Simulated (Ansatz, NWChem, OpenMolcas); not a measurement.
## BBrCl2 (bromodichloroborane): the atomisation enthalpy at 298 K, rung by rung

BBrCl2: 4 atoms, total charge 0, spin state singlet. SMILES: `ClB(Cl)Br`. The coordinates come from a PBE0-D4/def2-TZVP relaxation.

Each level gives the atomisation enthalpy at 298 K (kJ/mol). The values are calculated. The thermal term (zero-point and 298 K enthalpy, harmonic and unscaled) is that of PBE0-D4/def2-TZVP; the spin-orbit lowering of the free atoms at 298 K, 21.6 kJ/mol by their spectra, is taken off.

**The experiment to reproduce.** NIST-JANAF tables; in doubt: it rests on an older heat of the boron atom gives the atomisation enthalpy at 298 K of the gas as 1262 kJ/mol.

| level | kind | program | value (kJ/mol) | computed − measured | CPU time (all runs) |
| --- | --- | --- | --- | --- | --- |
| HF/cc-pVDZ | Hartree–Fock | OpenMolcas | 912 | -350 | 11 s |
| SVWN5/cc-pVDZ | LDA | OpenMolcas | 1487 | +225 | 18 s |
| revPBE/cc-pVDZ | GGA | Ansatz | 1231 | -31 | 10 s |
| BHLYP/cc-pVDZ | global hybrid | NWChem | 1163 | -99 | 2 min |
| wB97X/cc-pVDZ | range-separated hybrid | Ansatz | 1240 | -22 | 41 s |
| RPA@PBE0/cc-pVDZ | RPA | Ansatz | 1100 | -162 | 18 s |
| BCCD(T)/cc-pVDZ | coupled cluster or CI | Ansatz | 1150 | -112 | 22 s |
| CCSD(T)/cc-pVDZ | coupled cluster or CI | Ansatz | 1149 | -113 | 13 s |

Nearest: wB97X/cc-pVDZ (-22 kJ/mol); farthest: HF/cc-pVDZ (-350 kJ/mol). Computed less measured by kind, in kJ/mol (cc-pVDZ rows): Hartree–Fock -350; LDA +225; GGA -31; global hybrid -99; range-separated hybrid -22; RPA -162; coupled cluster or CI -113 to -112. In a finite basis correlated wave-function methods underbind, so their errors here aren't those of the basis-set limit. The measured heats of formation of B, Si, Al and metal atoms are uncertain by some kJ/mol each. All-electron rows without a relativistic Hamiltonian named are non-relativistic. In the correlated wave-function rows the outer d shell of Br is correlated, in sets not made for it. Times are those of the runs behind each value, whatever else they computed, on shared processors of several kinds: orders of magnitude only.
